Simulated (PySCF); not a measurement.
MoF5, SMILES [F][Mo]([F])([F])([F])[F] (connectivity only; charge and spin as stated), neutral, multiplicity 2. Atoms are numbered in the order given.

```xyz
6

Mo     0.0000     0.0000     0.0282
F     -1.8714     0.0000     0.0348
F      1.8714     0.0000     0.0348
F      0.0000     0.0000     1.8323
F      0.0000     1.4900    -1.0168
F      0.0000    -1.4900    -1.0168
```
Charge 0, spin multiplicity 2.

Geometry: B3LYP-D3(BJ)/def2-SVP. The spin state was assumed, not searched. The isomer is the one that the SMILES or the coordinates give; other isomers of the formula were not compared. The def2 effective core potentials stand for the cores of Mo; spin–orbit coupling is left out.

These are PBE/def2-TZVP in PySCF values and carry that method's errors.

ESP charges are fitted to the potential on shells at 1.4 to 2.0 van der Waals radii. Atomic charges (e):

```csv
atom,Mulliken,ESP fit,Löwdin,Mulliken spin
Mo1,1.73,[?],0.84,0.87
F2,-0.38,[?],-0.22,0.06
F3,-0.38,[?],-0.22,0.06
F4,-0.32,[?],-0.13,-0.02
F5,-0.33,[?],-0.14,0.02
F6,-0.33,[?],-0.14,0.02
```

Problem. What belongs in the gaps? (Estimate from the structure and the level; the computed values follow.)

Solution. 
- Mo1, ESP fit: 1.37
- F2, ESP fit: -0.35
- F3, ESP fit: -0.35
- F4, ESP fit: -0.20
- F5, ESP fit: -0.24
- F6, ESP fit: -0.24
